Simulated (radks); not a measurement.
The numbers below are computed, except where a source is named.
Q: These are the eigenvalues of the occupied orbitals of an atom or ion with whole-number occupations (eV). Code: a radial shooting solver on a logarithmic mesh with Libxc functionals. Model: scalar-relativistic Kohn-Sham, PBE, spin-unpolarised, spherical densities, point nucleus.

| orbital | eigenvalue |
|---|---|
| 1s | -64037.67 |
| 2s | -13104.67 |
| 2p | -11885.32 |
| 3s | -4784.916 |
| 3p | -4416.660 |
| 3d | -4018.270 |

Which element is it, and in what charge state? The configuration may be excited.

A: Z = 70, ytterbium, charge +47: Yb47+ in [Ar] 3d5. The list shows which subshells hold electrons but not how many an open one holds; the 1s level, -2353.3 hartree, gives Z - s = 68.6 by -(Z - s)^2/2, which with screening and relativity narrows Z to a few neighbours, and the depths of the outer levels then fix element, charge and occupations together.
